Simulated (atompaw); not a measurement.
# Before and after: PAW (atompaw) potential for vanadium (V)

| Item | Value |
| --- | --- |
| Element | V (Z = 23) |
| Generator | atompaw 4.2.0.5 |
| Type | PAW |
| Functional | PBE |
| Relativity | scalar-relativistic |
| Frozen core | [Ne] |
| Valence charge | 13 |
| Reference configuration | 3s2 3p6 3d3 4s2 4p0 |
| Partial waves | 3s (bound); 4s (bound); 3p (bound); 4p (bound, empty); 3d (bound); 3d channel at 3.25 Ry |
| Local potential | troulliermartins scheme with l = 3 at 1 Ry, radius 1.75 bohr |
| Core correction | smooth core density matched at 1.20 bohr |
| Augmentation charge | sinc compensation charge, radius 1.75 bohr; PAW radius 2.20 bohr; waves and projectors: bloechl |

All-electron outer shells of the reference configuration (PBE, scalar-relativistic, ld1.x):

| shell | level (eV) | outermost node (bohr) | outermost maximum (bohr) |
| --- | --- | --- | --- |
| 2s | -602.64 | 0.09 | 0.26 |
| 2p | -503.16 | – | 0.21 |
| 3s | -70.24 | 0.38 | 0.82 |
| 3p | -44.04 | 0.35 | 0.84 |
| 3d | -5.16 | – | 0.90 |
| 4s | -4.70 | 1.17 | 2.76 |
| 4p | -1.44 | 1.30 | 3.63 |

Change: wave 3d channel at 3.25 Ry becomes 3d channel at -0.01 Ry.

Cutoffs: the cutoffs (Ry, on a coarse ladder) from which the occupation-weighted sum of valence levels, in a spherical-Bessel basis at the reference potential, stays within 10 and 1 mRy of its value at 400 Ry; they do not see the model core or the augmentation charge, which bear on the density cutoff.

What does the change do?

The potential gets neither clearly harder nor softer (50 Ry and 80 Ry → 45 Ry and 80 Ry); the p channel sets the loose cutoff, while the largest relative change is in d, which becomes softer; the range in which the d phases agree narrows (upper end at the end of the scan → 1.7); neither file shows a bound ghost.

```csv
quantity,base,changed
"cutoff, loose",50 Ry,45 Ry
"cutoff, tight",80 Ry,80 Ry
loose cutoff by channel (10 mRy a level),"s 25 Ry, p 35 Ry, d 40 Ry","s 25 Ry, p 35 Ry, d 30 Ry"
bound ghosts,none,none
s: phases at 2.21 bohr within 0.05 rad from the reference energy up to (Ry; the scan ends near 5),4.8,4.8
p: phases at 2.21 bohr within 0.05 rad from the reference energy up to (Ry; the scan ends near 5),to the end of the scan,to the end of the scan
d: phases at 2.21 bohr within 0.05 rad from the reference energy up to (Ry; the scan ends near 5),to the end of the scan,1.7
lowest overlap eigenvalue by channel,"s 0.53, p 0.99, d 1.00","s 0.53, p 0.99, d 0.02"
```

 The cutoffs see the waves, projectors and local potential, not the compensation charge or the core.
